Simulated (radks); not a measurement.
The numbers below are computed, except where a source is named.
Br2+, configuration [Ar] 3d10 4s2 4p3 (the NIST ground configuration). Level of theory: non-relativistic Kohn-Sham, exchange-only PBE, spin-polarised, spherical densities, point nucleus; open shells are filled with parallel spins first (a radial shooting solver on a logarithmic mesh with Libxc functionals).

Normalised radial functions P(r) = r R(r), r in bohr:

r	3p up	3p down	4s up
0.00365	0.0060	0.0060	0.0568
0.004148	0.0076	0.0076	0.0634
0.004753	0.0099	0.0099	0.0711
0.005445	0.0129	0.0129	0.0794
0.006189	0.0164	0.0164	0.0878
0.00709	0.0212	0.0212	0.0973
0.008123	0.0273	0.0273	0.1072
0.009233	0.0346	0.0346	0.1167
0.01058	0.0443	0.0443	0.1270
0.01212	0.0566	0.0567	0.1369
0.01377	0.0711	0.0711	0.1455
0.01578	0.0901	0.0901	0.1535
0.01808	0.1136	0.1136	0.1595
0.02055	0.1405	0.1405	0.1625
0.02354	0.1749	0.1750	0.1621
0.02697	0.2162	0.2163	0.1569
0.03065	0.2618	0.2619	0.1465
0.03512	0.3176	0.3177	0.1287
0.04024	0.3808	0.3809	0.1028
0.04573	0.4462	0.4463	0.0707
0.05239	0.5199	0.5201	0.0282
0.06002	0.5947	0.5949	-0.0221
0.06822	0.6616	0.6618	-0.0748
0.07816	0.7223	0.7226	-0.1334
0.08955	0.7638	0.7641	-0.1898
0.1018	0.7760	0.7763	-0.2353
0.1166	0.7500	0.7503	-0.2684
0.1336	0.6734	0.6737	-0.2783
0.1518	0.5480	0.5482	-0.2602
0.1739	0.3548	0.3550	-0.2075
0.1993	0.1034	0.1035	-0.1200
0.2265	-0.1754	-0.1755	-0.0107
0.2595	-0.4962	-0.4964	0.1229
0.2973	-0.8136	-0.8139	0.2569
0.3379	-1.0792	-1.0796	0.3635
0.3871	-1.2950	-1.2955	0.4342
0.4435	-1.4174	-1.4180	0.4422
0.5041	-1.4364	-1.4372	0.3826
0.5775	-1.3584	-1.3594	0.2485
0.6617	-1.1982	-1.1992	0.0541
0.752	-0.9991	-0.9996	-0.1634
0.8616	-0.7682	-0.7679	-0.4025
0.9871	-0.5477	-0.5463	-0.6189
1.122	-0.3700	-0.3676	-0.7765
1.285	-0.2241	-0.2210	-0.8761
1.473	-0.1232	-0.1203	-0.8955
1.674	-0.0635	-0.0613	-0.8427
1.917	-0.0278	-0.0265	-0.7264
2.197	-0.0106	-0.0100	-0.5736
2.497	-0.0037	-0.0035	-0.4228
2.86	-0.0010	-0.0009	-0.2788
3.277	-0.0002	-0.0002	-0.1661
3.725	0.0000	0.0000	-0.0921
4.267	0.0000	0.0000	-0.0435
4.889	0.0000	0.0000	-0.0177
5.557	0.0000	0.0000	-0.0065
6.366	0.0000	0.0000	-0.0019

3p up: eigenvalue -194.13 eV, 1 radial node at r = 0.209 bohr, <r> = 0.569 bohr, 90 % of the charge inside 0.869 bohr. 3p down: eigenvalue -193.77 eV, 1 radial node at r = 0.209 bohr, <r> = 0.568 bohr, 90 % of the charge inside 0.867 bohr. 4s up: eigenvalue -41.295 eV, 3 radial nodes at r = 0.0567, 0.229, 0.684 bohr, <r> = 1.62 bohr, 90 % of the charge inside 2.37 bohr.
